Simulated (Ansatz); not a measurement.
`[BH2][GeH2][F]` + H–F → `[F][GeH2][F]` + BH₃ at 600 K and 1 bar (cleavage of the Ge–B bond).

Gas-phase electronic energies from Ansatz, PBE0-D4/def2-TZVP geometries. CCSD(T)/CBS is the MP2 limit (def2-TZVPP, def2-QZVPP) plus CCSD(T) − MP2 in def2-TZVPP, frozen cores. This one scheme is used for every species. For Ge outer-core shells are correlated without core-valence functions, which leaves a few kJ/mol of doubt a bond. Scalar relativity is left out up to krypton.

```tsv
species	CCSD(T)/CBS energy (Eh)	H − E (kJ/mol)	S (J/(mol·K))
`[BH2][GeH2][F]`	-2203.09407	144.4	369.9
H–F	-100.39570	42.3	194.0
`[F][GeH2][F]`	-2276.96403	89.1	327.8
BH₃	-26.55200	91.5	217.3
```

H − E and S are ideal-gas, rigid-rotor, harmonic terms from PBE0-D4/def2-TZVP. 1 Eh = 2625.50 kJ/mol, R = 8.31446 J/(mol·K).

Question: By hand: ΔE, ΔH, ΔS and ΔG.

Answer: ΔE = (-2276.96403) + (-26.55200) − (-2203.09407) − (-100.39570) = -0.02626 Eh = -68.9 kJ/mol. Δ(H − E) = 89.1 + 91.5 − 144.4 − 42.3 = -6.1, so ΔH = -75.0 kJ/mol. ΔS = 327.8 + 217.3 − 369.9 − 194.0 = -18.8 J/(mol·K). ΔG = -75.0 − 600 × (-18.8)/1000 = -63.7 kJ/mol.

Question: By hand: the equilibrium constant, and the temperature at which ΔG would vanish if ΔH and ΔS stayed fixed.

Answer: log₁₀ K = −ΔG/(RT ln 10) = 5.5. ΔG = 0 at ΔH/ΔS = 3989 K, far beyond where these terms or the molecules hold.

ΔH outweighs TΔS. A doubt of 5 kJ/mol in ΔE shifts log₁₀ K by 0.4 here. These are equilibria of isolated gas molecules and say nothing of rates. Largest T1 diagnostic: 0.012 (customary marks: 0.02 for closed shells, 0.045 for open ones).
